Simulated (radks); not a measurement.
La3+, configuration [Xe]. Calculated with a radial shooting solver on a logarithmic mesh with Libxc functionals: scalar-relativistic Kohn-Sham, Wu-Cohen GGA, spin-polarised, spherical densities, finite nucleus; Fermi nuclear charge, rms radius 4.855 fm.

Unscreened Slater integrals over Kohn-Sham orbitals (cm^-1). They are taken over the spin-up orbitals.

integral,value
"F0(5p,5p)",112550
"F2(5p,5p)",61098
"F0(5p,5s)",119410
"G1(5p,5s)",80476
"F0(5p,4d)",139820
"F2(5p,4d)",40971
"G1(5p,4d)",11881
"G3(5p,4d)",11541
"F0(5s,5s)",128170
"F0(5s,4d)",156090
"G2(5s,4d)",17778
"F0(4d,4d)",257660
"F2(4d,4d)",131210
"F4(4d,4d)",87715
